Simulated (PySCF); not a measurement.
## Bond length, frequency and bond energy of PrN by level of theory

State: triplet, about 2.4 electrons in the 4f shell (Mulliken), real f orbitals that mix terms. Set-up: Pr x2c-SVPall, N x2c-SVPall; spin-free X2C with a Gaussian nucleus (PySCF 2.14). De refers to Pr (4f3 6s2) + N in their high-spin ground configurations, without counterpoise correction. The functionals are run spin-unrestricted. A positive dipole means Pr(−)N(+). Levels whose curve was spin-contaminated or gave no clean fit are not listed.

| Level | Re (Å) | ωe (cm⁻¹) | De (eV) | μ (D) |
| --- | --- | --- | --- | --- |
| PBE | 1.748 | 926 | 5.77 | -6.37 |
| BLYP | 1.767 | 890 | 5.24 | -6.51 |
| BP86 | 1.754 | 912 | 5.67 | -6.38 |
| r²SCAN | 1.744 | 938 | 5.07 | -6.70 |
| PBE0 | 1.733 | 982 | 5.01 | -7.01 |

The bond length runs from 1.733 Å (PBE0) to 1.767 Å (BLYP). De spans 5.01 eV (PBE0, global hybrid GGA) to 5.77 eV (PBE, GGA).

Spin–orbit coupling is left out, which matters for elements this heavy, above all for dissociation energies. Counting both spins, an empty level lies below a filled one in some of these solutions, because spin and occupation are held. The state is the lowest single determinant that the PBE0 search found; with open d or f shells the true ground state can be another one.

The whole job (state search and all levels along the bond) took about 28 min on 2 threads of Arm Neoverse V1 (shared host), peak memory 3.4 GiB.
